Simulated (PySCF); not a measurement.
# Calculated NMR parameters of C#C[SiH2][SiH2]O[SiH2][SiH3]

```yaml
Formula: C2H10OSi4
SMILES: C#C[SiH2][SiH2]O[SiH2][SiH3]
Point_group_of_the_computed_structure: C1
Degrees_of_unsaturation: 2
Carbon_signals: 2
Proton_signals: 5
```

Numbering as in the mapped SMILES `[CH:1]#[C:2][SiH2:3][SiH2:4][O:5][SiH2:6][SiH3:7]`; H(Xn) means a hydrogen on atom n.

PySCF 2.14.0 with density-fitted response routines calculation with σ from GIAO-PBE0/pcSseg-1 and coordinates at the GFN2-xTB level; non-relativistic Hamiltonian, averaged over atoms made equivalent by symmetry, fast rotation or ring inversion, no solvent, one computed conformer.

Shifts are taken against calculated references (same method and geometry level): TMS for ¹H (σref 31.72) and ¹³C (σref 186.93) and ²⁹Si (σref 349.16); ¹⁷O (σref 336.08) vs H2O.

| carbon | δC, type | δH (multiplicity) | HMBC from (2–3 bonds) | span of the C tensor (ppm) |
| --- | --- | --- | --- | --- |
| C1 | 109.3, CH | 2.03 (t) | H(Si3) | 255 |
| C2 | 85.6, C | – | H(Si4), H(Si3), H(C1) | 274 |

Other nuclei:
```tsv
atoms	nucleus	environment	δ (ppm)	σ (ppm)
H(Si6)	¹H	hydrogen on a silicon bonded to O, Si	5.72	26.00
H(Si4)	¹H	hydrogen on a silicon bonded to O, Si	5.56	26.16
H(Si3)	¹H	hydrogen on a silicon bonded to C, Si	4.26	27.46
H(Si7)	¹H	hydrogen on a silicon bonded to Si	3.53	28.19
Si6	²⁹Si	silicon bonded to O, Si, 2 H	-26.5	375.6
Si4	²⁹Si	silicon bonded to O, Si, 2 H	-33.5	382.7
Si3	²⁹Si	silicon bonded to C, Si, 2 H	-106.4	455.6
Si7	²⁹Si	silicon bonded to Si, 3 H	-120.8	469.9
O5	¹⁷O	oxygen bonded to 2 Si	-14.3	350.4
```

- Carbon types of the structure: 1 × C, 1 × CH, leaving 9 H on heteroatoms.
- δC 109.3: terminal alkyne carbon.
- δC 85.6: alkyne carbon; sp carbons lie upfield of alkene carbons because the cylindrical π system leaves one tensor component strongly shielded.
- δH 4.26: hydrogen on a silicon bonded to C, Si.
- δH 3.53: hydrogen on a silicon bonded to Si.
- δH 2.03: hydrogen on a terminal alkyne carbon; it lies on the axis of the triple bond, in its shielding cone.

Shifts are as computed. Against solution values, carbons near 30 ppm lie about +3 ppm off and those near 130 ppm about +5 ppm. Of 1309 compounds with measured shifts, 239 miss one by over three times the rms of a fit or turn the order of signals round; such compounds aren't used in these exercises. Experimental scales use liquid or dissolved standards, which lie at an offset from isolated H2O (liquid H2O: subtract about 36 ppm). Multiplicities follow the n + 1 count of equivalent neighbours, as no J values were calculated; m marks all less simple cases, F and P coupling included.
